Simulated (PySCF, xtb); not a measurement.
tetraantimony cation (Sb4), SMILES [Sb]12[Sb]3[Sb]1[Sb]23 (connectivity only; charge and spin as stated), charge +1, multiplicity 2.

Harmonic wavenumbers (cm⁻¹) from GFN2-xTB (xtb) at its own minimum, in rising order: 77, 86, 89, 158, 158, 198.

Q: What does PBE-D3(BJ)/def2-SVP (PySCF) give at its own minimum? (An estimate is asked for; the answer gives what the named calculation found.)

A: 97, 107, 123, 182, 182, 226. Paired by order, the mean absolute difference is 25 cm⁻¹ and the zero-point energies are 1.1 and 1.3 kcal/mol.
